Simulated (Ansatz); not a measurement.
Species: C$_{14}$H$_{10}$S, SMILES `Sc1ccc2ccc3ccccc3c2c1` (H–S–C–C torsion 180°) (charge 0, multiplicity 1).

Q: Give a relaxed geometry from PBE0-D4/def2-SVP (Ansatz, a program for electronic structure).

A: Several could match; the one computed here: the end point of this relaxation, one of several conformers (outside a Z-matrix the atoms follow the SMILES, hydrogens last).
Cartesian coordinates (Å) in one orientation:
```xyz
25

S     -4.450    -0.998    -0.986
C     -3.003    -0.104    -0.516
C     -3.175     1.258    -0.186
C     -2.087     2.010     0.190
C     -0.791     1.454     0.254
C      0.333     2.247     0.646
C      1.582     1.713     0.709
C      1.813     0.338     0.384
C      3.113    -0.209     0.452
C      3.346    -1.532     0.141
C      2.274    -2.352    -0.251
C      0.995    -1.838    -0.324
C      0.724    -0.489    -0.011
C     -0.610     0.083    -0.078
C     -1.739    -0.670    -0.459
H     -3.843    -2.184    -1.198
H     -4.170     1.709    -0.229
H     -2.219     3.065     0.446
H      0.165     3.298     0.896
H      2.435     2.327     1.010
H      3.937     0.440     0.757
H      4.357    -1.942     0.198
H      2.452    -3.401    -0.499
H      0.183    -2.499    -0.630
H     -1.621    -1.723    -0.717
```
